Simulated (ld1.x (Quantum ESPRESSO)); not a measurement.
## Configuration tests for oxygen (O) (TM)

| Quantity | Value |
| --- | --- |
| Element | O |
| Generator | ld1.x (Quantum ESPRESSO) 7.5 |
| Type | norm-conserving Troullier–Martins (Kleinman–Bylander form) |
| Functional | PBE |
| Relativity | scalar-relativistic |
| Frozen core | [He] |
| Valence charge | 6 |
| Reference configuration | 2s2 2p4 |
| Partial waves | 2s (bound): rc 0.85 bohr; 2p (bound): rc 1.00 bohr; 3d channel at 0.2 Ry: rc 0.90 bohr |
| Local potential | all-electron potential smoothed inside 0.65 bohr (lloc = -1) |
| Core correction | Bessel-smoothed model core inside 0.75 bohr |

Energies are relative to the spin-unpolarised reference configuration 2s2 2p4; without spin polarisation the order of configurations can differ from experiment.

```csv
valence configuration,charge,ΔE all-electron (eV),error AE − PS (meV)
2s2 2p3,+1,16.431,+2.6
2s2 2p1,+3,103.886,+182
2s2 2p4.3,-0.3,-2.123,+0.3
2s1 2p4,+1,31.659,+3.9
2s2 2p0,+4,180.791,+657
```

Question: What are ΔE and the potential's error for 2s0 2p6?

Answer: ΔE = 29.937 eV all-electron; the error (AE − PS) is +54 meV.

Question: What are ΔE and the potential's error for 2s2 2p2?

Answer: ΔE = 50.017 eV all-electron; the error (AE − PS) is +35 meV.

Levels in the configuration 2s2 2p3:

```csv
level,all-electron (eV),pseudo (eV)
2s,-39.664,-39.670
2p,-24.450,-24.439
```
